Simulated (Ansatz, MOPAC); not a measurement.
Spectroscopic constants of MgI, multiplicity 2 (lowest of 2S+1 = 2, 4 at CCSD(T)/def2-TZVPP on PBE0 minima; our sources give no spin for the ground state, which may be another). No spin–orbit coupling.

Constants: fifth-degree fit in 1/R to seven points, most abundant isotopes. Runs in def2 and cc sets follow the lowest solution found near the PBE0 minimum.

Correlated levels freeze the inner cores; with def2 sets outer-core shells near the valence are correlated too. The state that AM1 reach isn't checked.

Codes used: Ansatz (a program for electronic structure) with Gaussian orbitals; MOPAC for AM1 (differences of heats of formation). Values without a source in brackets are computed. In def2 rows elements past Kr take small-core potentials, without spin–orbit coupling.

Problem. What bond length and harmonic frequency does AM1 give?

Solution. r_e = 2.516 Å, ω_e = 436 cm⁻¹.

Problem. What bond length and harmonic frequency does SVWN5/def2-TZVPP give?

Solution. r_e = 2.572 Å, ω_e = 308 cm⁻¹.

Problem. What bond length and harmonic frequency does CCSD(T)/def2-QZVPP give?

Solution. r_e = 2.579 Å, ω_e = 313 cm⁻¹.
